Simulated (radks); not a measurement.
Neutral arsenic inside a hard spherical wall (all orbitals vanish at R), configuration held at [Ar] 3d10 4s2 4p3 and not refilled when levels cross. Method: non-relativistic Kohn-Sham, r2SCAN, spin-polarised, spherical densities, point nucleus; open shells are filled with parallel spins first; meta-GGA in the generalised Kohn-Sham scheme; computed with a radial shooting solver on a logarithmic mesh with Libxc functionals. Eigenvalues in eV for spin up, with the zero of energy where the potential of the charges vanishes at infinity; a dash marks a level that is unbound or too diffuse for the functional's potential to be trusted. A positive occupied level is held by the wall or, in an anion where self-interaction has pushed it up, behind a barrier. The pressure on the wall is -dE/dV.

R (bohr)  E (hartree)  kinetic (hartree)    e(3p)    e(3d)    e(4s)   e(4p)  e(5s, empty)  e(5p, empty)  pressure (GPa)
free      -2235.85392           2234.471  -135.48  -42.366  -15.592  -6.342             -             -               0
15        -2235.85392           2234.471  -135.48  -42.366  -15.592  -6.342         0.124         1.034        < 0.0001
10        -2235.85385           2234.472  -135.47  -42.358  -15.586  -6.336         0.805         2.697         0.00235
7         -2235.84938           2234.510  -135.22  -42.104  -15.404  -6.140         3.277         7.133           0.302
6         -2235.83575           2234.604  -134.70  -41.597  -15.056  -5.734         5.971        11.063            1.66
5         -2235.77958           2234.924  -133.29  -40.210  -14.099  -4.542        12.031        18.913            9.94
3.5       -2235.17117           2237.474  -125.97  -33.060   -8.135   3.175        43.050        54.532             204
3         -2234.33988           2240.391  -120.18  -27.453   -1.877  11.059        71.287        85.155             652
2         -2226.39147           2264.892  -91.770    0.833   46.896  67.549        243.73        262.67           11800
